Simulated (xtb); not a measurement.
5-ethenylidene-2H-furan (C6H6O), SMILES C1=CCOC1=C=C. All values are semi-empirical tight-binding results from xtb (GFN2-xTB unless named), good for trends rather than for accurate numbers. Geometry optimised at GFN2-xTB. The values are those of a single conformer.

Optimised geometry:

```xyz
13

C      0.0209     2.9268     0.0000
C      0.0267     1.6328     0.0000
C     -0.0109     0.3235     0.0000
C     -1.1952    -0.5248     0.0000
C     -0.7987    -1.7948     0.0000
C      0.6976    -1.8362     0.0000
O      1.1134    -0.4831     0.0000
H      0.0189     3.5005    -0.9162
H      0.0189     3.5005     0.9162
H     -2.1936    -0.1325     0.0000
H     -1.3983    -2.6846     0.0000
H      1.1021    -2.3409     0.8892
H      1.1021    -2.3409    -0.8892
```
Charge 0, spin multiplicity 1.

Question: Estimate the properties. (Estimate from the structure and the level; the computed values follow.)

Answer: 
* **point group as xtb finds it**: Cs
* **orbital gap**: 3.13 eV
* **dipole moment**: 1.57 D
* **zero-point energy**: 61.6 kcal/mol
* **G − E(el) at 298.15 K (modified RRHO)**: 42.6 kcal/mol
* **static polarisability (D4 model)**: 70.5 bohr³
* **solvation energy, GFN2-xTB/ALPB(water)**: -1.7 kcal/mol
* **solvation energy, GFN2-xTB/ALPB(ether)**: -6.5 kcal/mol

Computed IR lines (harmonic; lines under 4 % of the strongest left out, lines within 3 cm⁻¹ merged):
ν (cm⁻¹): 128 (w), 303 (w), 767 (w), 870 (w), 875 (m), 977 (w), 1036 (m), 1089 (m), 1143 (vs), 1253 (vs), 1286 (w), 1330 (w), 1457 (m), 2066 (m), 2849 (m), 2893 (s), 3035 (m), 3040 (m), 3150 (w), 3167 (m) (against the strongest line: vs over 80 %, s over 45 %, m over 15 %, w over 4 %, vw less)

Question: Give the atomic charges and the Wiberg bond orders between heavy atoms. (The exact figures need the calculation; the answer reports its results.)

Answer: charges (e) C1 -0.08, C2 -0.05, C3 0.13, C4 -0.04, C5 -0.05, C6 0.08, O7 -0.28, H8 0.06, H9 0.06, H10 0.04, H11 0.04, H12 0.05, H13 0.05. Bond orders C1–C2 2.01, C2–C3 1.73, C3–C4 1.07, C4–C5 1.84, C5–C6 1.02, C3–O7 1.01, C6–O7 0.98.
